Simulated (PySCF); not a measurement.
C₄H₁₁NSi.
InChI=1S/C4H11NSi/c1-4-6(3)5-2/h6H,2,4H2,1,3H3/t6-/m1/s1

Torsions of this conformer, `[CH2:1]=[N:2][Si@H:3]([CH3:4])[CH2:5][CH3:6]`: C1–N2–Si3–C4 -121°, N2–Si3–C5–C6 -58°.

The closed-shell ground state was solved at several levels (PySCF, density fitting, gas phase, non-relativistic). The structure is a single PBE0-D3(BJ)/def2-SVP conformer in the gas phase; no vibrational or solvent corrections.

```tsv
level	basis functions	total energy (Eh)	HOMO (eV)	LUMO (eV)	gap (eV)	dipole (D)
B3LYP/pcSseg-1	164	-503.2985	-6.66	-0.88	5.78	0.75
PBE0/pcSseg-1	164	-502.8787	-6.88	-0.63	6.25	0.77
```

Question: What might CAM-B3LYP/def2-SVPD (212 basis functions) give for the same quantities?

Answer: Total energy -502.9473 Eh, HOMO -8.33 eV, LUMO 0.45 eV, gap 8.78 eV, dipole 0.77 D.

Question: Over all these levels, which gives the widest orbital gap and which the narrowest?

Answer: CAM-B3LYP/def2-SVPD (range-separated hybrid) has the widest, 8.78 eV, and B3LYP/pcSseg-1 (global hybrid, 20 % exact exchange) the narrowest, 5.78 eV. Functional and basis both differ between the two, so the spread mixes both effects.

Question: How far do the dipole and the HOMO energy spread over the levels?

Answer: The dipole runs from 0.75 to 0.77 D (mean 0.76 D) and the HOMO from -8.33 to -6.66 eV.
